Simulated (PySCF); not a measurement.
**Unknown compound**

Molecular formula: C5H9OP. Simulated spectra:

¹H NMR (600 MHz, computed): δ 6.80 (m, 2H), 6.49 (m, 2H), 6.30 (m, 2H), 1.37 (m, 3H).

¹³C{¹H} NMR (computed): δ 142.0 (CH, 2C), 141.1 (CH2, 2C), 20.6 (CH3).

Calculated, not measured (PySCF): GFN2-xTB structure, σ from GIAO-PBE0/pcSseg-1. No relativistic terms, averaged over atoms made equivalent by symmetry, fast rotation or ring inversion, single conformer, no solvent model.

Chemical shifts δ = σref − σ; TMS for ¹H (31.72 ppm) and ¹³C (186.93 ppm), all at this level.

Q: Which of these isomers gave the spectra?
A. CO/C=P/C1CC1
B. O=C1CCPCC1
C. CC(C)=C=PCO
D. C=CP(C)(=O)C=C
E. C=C[C@H]1C[P@@H](=O)C1

A: D. 

3 carbon signals for 5 carbons: some carbons are equivalent by symmetry or fast rotation. Carbon types of the structure: 2 × CH, 2 × CH2, 1 × CH3, which accounts for all hydrogens. δC 142.0: alkene CH; an sp2 carbon of a C=C bond. δC 141.1: terminal =CH2 carbon; an sp2 carbon of a C=C bond. δC 20.6: methyl carbon bonded to P. δH 6.80, 6.49: hydrogen on a terminal =CH2 carbon; a vinylic proton, deshielded by the sp2 carbon and the C=C anisotropy. δH 6.30: hydrogen on an alkene CH; olefinic region.

The others: O=C1CCPCC1 would give 3 signals for carbon-bound and other non-exchanging H, not 4; CC(C)=C=PCO would give 4 carbon signals, not 3; CO/C=P/C1CC1 would give 4 carbon signals, not 3; C=C[C@H]1C[P@@H](=O)C1 would give 4 carbon signals, not 3.

Splittings by ³¹P in the carbon and heteronuclear signals aren't shown, as no couplings were computed. Shifts are as computed. Against solution values, carbons near 30 ppm lie about +3 ppm off and those near 130 ppm about +5 ppm. Of 1211 compounds with measured shifts, 218 miss one by over three times the rms of a fit or turn the order of signals round; such compounds aren't used in these exercises. Multiplicities follow the n + 1 count of equivalent neighbours, as no J values were calculated; m marks all less simple cases, F and P coupling included.
